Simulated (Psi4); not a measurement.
C$_{2}$HF$_{3}$N (SMILES [NH+]#CC(F)(F)F), charge +1, singlet, at a GFN2-xTB geometry; PBE0/6-31G* (Psi4).

The Psi4 input:
```
memory 2 GB

molecule mol {
1 1
C    -0.003579   -0.003884   -0.437017
C     0.008959    0.009723    1.094095
F     0.003499    1.239912   -0.856209
F     1.068177   -0.640323   -0.848217
F    -1.092436   -0.622119   -0.830686
N     0.018274    0.019832    2.231530
H     0.026637    0.028908    3.252825
}

set {
  basis 6-31g*
  reference rks
}

energy('pbe0')
print_variables()
```

The log (banner, timings and long lists left out):

```
   => Loading Basis Set <=

    Name: 6-31G*
    Role: ORBITAL
    Keyword: BASIS

         ---------------------------------------------------------
                                   SCF
               by Justin Turney, Rob Parrish, Andy Simmonett
                          and Daniel G. A. Smith
                              RKS Reference
         ---------------------------------------------------------

  ==> Geometry <==

    Molecular point group: c1
    Full point group: C1

    Geometry (in Angstrom), charge = 1, multiplicity = 1:

       Center              X                  Y                   Z               Mass
    ------------   -----------------  -----------------  -----------------  -----------------
         C           -0.003088309974    -0.003351504158    -0.377108461538    12.000000000000
         C            0.009449690026     0.010255495842     1.154003538462    12.000000000000
         F            0.003989690026     1.240444495842    -0.796300461538    18.998403162730
         F            1.068667690026    -0.639790504158    -0.788308461538    18.998403162730
         F           -1.091945309974    -0.621586504158    -0.770777461538    18.998403162730
         N            0.018764690026     0.020364495842     2.291438538462    14.003074004430
         H            0.027127690026     0.029440495842     3.312733538462     1.007825032230

  Running in c1 symmetry.

  Rotational constants: A =      0.19005  B =      0.09274  C =      0.09274 [cm^-1]
  Rotational constants: A =   5697.53257  B =   2780.21053  C =   2780.21001 [MHz]
  Nuclear repulsion =  241.726908714161908

  Charge       = 1
  Multiplicity = 1
  Electrons    = 46
  Nalpha       = 23
  Nbeta        = 23

  ==> Algorithm <==

  SCF Algorithm Type is DF.
  DIIS enabled.
  MOM disabled.
  Fractional occupation disabled.
  Guess Type is SAD.
  Energy threshold   = 1.00e-06
  Density threshold  = 1.00e-06
  Integral threshold = 1.00e-12

  ==> Primary Basis <==

  Basis Set: 6-31G*
    Blend: 6-31G*
    Number of shells: 38
    Number of basis functions: 92
    Number of Cartesian functions: 92
    Spherical Harmonics?: false
    Max angular momentum: 2

  ==> DFT Potential <==

   => LibXC <=

    Version 7.1.2
    S. Lehtola, C. Steigemann, M. J. T. Oliveira, and M. A. L. Marques,  SoftwareX 7, 1–5 (2018) (10.1016/j.softx.2017.11.002)

   => Composite Functional: PBE0 <=

    PBE0 Hyb-GGA Exchange-Correlation Functional

    C. Adamo and V. Barone,  J. Chem. Phys. 110, 6158 (1999) (10.1063/1.478522)
    M. Ernzerhof and G. E. Scuseria,  J. Chem. Phys. 110, 5029 (1999) (10.1063/1.478401)

    Deriv               =              1
    GGA                 =           TRUE
    Meta                =          FALSE

    Exchange Hybrid     =           TRUE
    MP2 Hybrid          =          FALSE

   => Exchange Functionals <=

    0.7500   Perdew, Burke & Ernzerhof

   => Exact (HF) Exchange <=

    0.2500               HF

   => Correlation Functionals <=

    1.0000   Perdew, Burke & Ernzerhof

   => LibXC Density Thresholds  <==

    XC_HYB_GGA_XC_PBEH:  1.00E-15

   => Molecular Quadrature <=

    Radial Scheme          =       TREUTLER
    Pruning Scheme         =           NONE
    Nuclear Scheme         =       TREUTLER

    Blocking Scheme        =         OCTREE
    BS radius alpha        =              1
    Pruning alpha          =              1
    Radial Points          =             75
    Spherical Points       =            302
    Total Points           =         149602
    Total Blocks           =           1201
    Max Points             =            256
    Max Functions          =             90
    Weights Tolerance      =       1.00E-15

   => Loading Basis Set <=

    Name: (6-31G* AUX)
    Role: JKFIT
    Keyword: DF_BASIS_SCF

  ==> Integral Setup <==

  SCF_SUBTYPE=INCORE selected. In-core MEM_DF algorithm will be used.
  Using in-core AOs.

  ==> MemDFJK: Density-Fitted J/K Matrices <==

    J tasked:                   Yes
    K tasked:                   Yes
    wK tasked:                   No
    Algorithm:                 Core
    Schwarz Cutoff:           1E-12
    Mask sparsity (%):       1.0397
    Fitting Condition:        1E-10

   => Auxiliary Basis Set <=

  Basis Set: (6-31G* AUX)
    Blend: CC-PVDZ-JKFIT
    Number of shells: 153
    Number of basis functions: 511
    Number of Cartesian functions: 511
    Spherical Harmonics?: false
    Max angular momentum: 3

  Minimum eigenvalue in the overlap matrix is 8.9394520547E-04.
  Reciprocal condition number of the overlap matrix is 1.3987699684E-04.
    Using symmetric orthogonalization.

  ==> Pre-Iterations <==

  SCF Guess: Superposition of Atomic Densities via on-the-fly atomic UHF (no occupation information).

   -------------------------
    Irrep   Nso     Nmo
   -------------------------
     A         92      92
   -------------------------
    Total      92      92
   -------------------------

  ==> Iterations <==

                           Total Energy        Delta E     RMS |[F,P]|

   @DF-RKS iter SAD:  -430.32615334591350   -4.30326e+02   0.00000e+00
   @DF-RKS iter   1:  -430.18200412042307    1.44149e-01   6.12281e-03 ADIIS/DIIS
   @DF-RKS iter   2:  -429.96197501304437    2.20029e-01   1.02949e-02 ADIIS/DIIS
   @DF-RKS iter   3:  -430.28079346829645   -3.18818e-01   1.80676e-03 ADIIS/DIIS
   @DF-RKS iter   4:  -430.29261041592065   -1.18169e-02   5.19970e-04 ADIIS/DIIS
   @DF-RKS iter   5:  -430.29340464706473   -7.94231e-04   1.06964e-04 ADIIS/DIIS
   @DF-RKS iter   6:  -430.29344476759672   -4.01205e-05   2.22386e-05 DIIS
   @DF-RKS iter   7:  -430.29344650089911   -1.73330e-06   4.67976e-06 DIIS
   @DF-RKS iter   8:  -430.29344657509733   -7.41982e-08   6.08300e-07 DIIS
  Energy and wave function converged.

  ==> Post-Iterations <==

   Electrons on quadrature grid:
      Ntotal   =   45.9999985889 ; deviation = -1.411e-06

    Orbital Energies [Eh]
    ---------------------

    Doubly Occupied:

       1A    -25.055807     2A    -25.055806     3A    -25.055804
       4A    -14.784956     5A    -10.765958     6A    -10.653656
       7A     -1.596430     8A     -1.500825     9A     -1.500824
      10A     -1.310496    11A     -1.035661    12A     -0.965752
      13A     -0.889732    14A     -0.850604    15A     -0.850604
      16A     -0.726048    17A     -0.726048    18A     -0.704929
      19A     -0.704929    20A     -0.671738    21A     -0.671530
      22A     -0.671529    23A     -0.648757

    Virtual:

      24A     -0.299590    25A     -0.299589    26A     -0.178238
      27A     -0.111689    28A      0.006545    29A      0.015738
      30A      0.015739    31A      0.096148    32A      0.264347
      33A      0.264350    34A      0.272112    35A      0.298950
      36A      0.379195    37A      0.379197    38A      0.514969
      39A      0.522596    40A      0.522597    41A      0.679926
      42A      0.803179    43A      0.867108    44A      0.867109
      45A      0.900563    46A      0.900563    47A      0.968052
      48A      1.013032    49A      1.121469    50A      1.121470
      51A      1.135322    52A      1.161359    53A      1.161360
      54A      1.174060    55A      1.174061    56A      1.238029
      57A      1.331956    58A      1.369227    59A      1.369228
      60A      1.426579    61A      1.426580    62A      1.614029
      63A      1.630931    64A      1.630931    65A      1.640005
      66A      1.640006    67A      1.671674    68A      1.776741
      69A      1.776744    70A      1.840015    71A      1.840020
      72A      1.852490    73A      1.867051    74A      2.018408
      75A      2.018409    76A      2.151385    77A      2.283483
      78A      2.402919    79A      2.402922    80A      2.673311
      81A      2.673313    82A      2.777391    83A      2.831275
      84A      2.831277    85A      2.899301    86A      3.006789
      87A      3.757092    88A      4.054352    89A      4.250437
      90A      4.250447    91A      4.467359    92A      5.321734

    Final Occupation by Irrep:
              A
    DOCC [    23 ]
    NA   [    23 ]
    NB   [    23 ]

  @DF-RKS Final Energy:  -430.29344657509733

   => Energetics <=

    Nuclear Repulsion Energy =            241.7269087141619082
    One-Electron Energy =               -1062.9159412972301197
    Two-Electron Energy =                 427.8173014354121051
    DFT Exchange-Correlation Energy =     -36.9217154274412493
    Empirical Dispersion Energy =           0.0000000000000000
    VV10 Nonlocal Energy =                  0.0000000000000000
    Total Energy =                       -430.2934465750973345

Computation Completed

Properties will be evaluated at   0.000000,   0.000000,   0.000000 [a0]

Properties computed using the SCF density matrix

 Multipole Moments:

 ------------------------------------------------------------------------------------
     Multipole            Electronic (a.u.)      Nuclear  (a.u.)        Total (a.u.)
 ------------------------------------------------------------------------------------

 L = 1.  Multiply by 2.5417464519 to convert [e a0] to [Debye]
 Dipole X            :         -0.0180672            0.0435722            0.0255050
 Dipole Y            :         -0.0196110            0.0472872            0.0276762
 Dipole Z            :         -2.2064307            5.3208949            3.1144642
 Magnitude           :                                                    3.1146916

 ------------------------------------------------------------------------------------

  Variable Map:
  ----------------------------------------------------------------------------
  "CURRENT ENERGY"              =>    -430.293446575097
  "CURRENT REFERENCE ENERGY"    =>    -430.293446575097
  "DD SOLVATION ENERGY"         =>       0.000000000000
  "DFT FUNCTIONAL TOTAL ENERGY" =>    -430.293446575097
  "DFT TOTAL ENERGY"            =>    -430.293446575097
  "DFT VV10 ENERGY"             =>       0.000000000000
  "DFT XC ENERGY"               =>     -36.921715427441
  "GRID ELECTRONS ALPHA"        =>      22.999999294447
  "GRID ELECTRONS BETA"         =>      22.999999294447
  "GRID ELECTRONS TOTAL"        =>      45.999998588893
  "NUCLEAR REPULSION ENERGY"    =>     241.726908714162
  "ONE-ELECTRON ENERGY"         =>   -1062.915941297230
  "PCM POLARIZATION ENERGY"     =>       0.000000000000
  "PE ENERGY"                   =>       0.000000000000
  "SCF ITERATION ENERGY"        =>    -430.293446575097
  "SCF ITERATIONS"              =>       8.000000000000
  "SCF TOTAL ENERGY"            =>    -430.293446575097
  "TWO-ELECTRON ENERGY"         =>     427.817301435412
  "XC GRID RADIAL POINTS"       =>      75.000000000000
  "XC GRID SPHERICAL POINTS"    =>     302.000000000000
  "XC GRID TOTAL POINTS"        =>  149602.000000000000

  Array Variable Map:
  ----------------------------------------------------------------------------
  "CURRENT DIPOLE"              =>       0.025505042850 ... 3.114464188956 1 by 3
  "SCF DIPOLE"                  =>       0.025505042850 ... 3.114464188956 1 by 3
  "SCF TOTAL ENERGIES"          =>    -430.326153345913 ... -430.293446575097 1 by 9
```
